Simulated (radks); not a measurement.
Values are calculated unless marked as measured or tabulated.
Ionisation of Nb, [Kr] 4d4 5s1, to Nb+, [Kr] 4d4, under several functionals. Dirac Kohn-Sham, spin-unpolarised, spherical densities, finite nucleus; open shells fill j = l - 1/2 first; a radial shooting solver on a logarithmic mesh with Libxc functionals.

LDA (Slater exchange, Perdew-Zunger correlation): E(Nb) (hartree) -3816.00774; Exc (hartree) -114.75162; IE (eV) 6.887; -e(HOMO) (eV) 3.232; <r> HOMO (bohr) 2.207; IE error (eV) +0.128
Wu-Cohen GGA: E(Nb) (hartree) -3819.46387; Exc (hartree) -118.26183; IE (eV) 6.605; -e(HOMO) (eV) 3.068; <r> HOMO (bohr) 2.204; IE error (eV) -0.154
revPBE: E(Nb) (hartree) -3820.27102; Exc (hartree) -119.08180; IE (eV) 6.496; -e(HOMO) (eV) 3.010; <r> HOMO (bohr) 2.203; IE error (eV) -0.263
XLYP: E(Nb) (hartree) -3821.02220; Exc (hartree) -119.83218; IE (eV) 6.669; -e(HOMO) (eV) 2.963; <r> HOMO (bohr) 2.220; IE error (eV) -0.090

NIST Atomic Spectra Database: 6.759 eV (measured). Closest: XLYP. The Delta-SCF values span 0.39 eV, the total energies 5.01 hartree. The highest occupied level is 4d3/2. Spin polarisation and multiplet splitting are left out, so open shells lie too high by an amount that depends on their filling.

Beside tabulated values, note that spin-unpolarised runs miss the spin-polarisation part of the exchange energy of open shells.
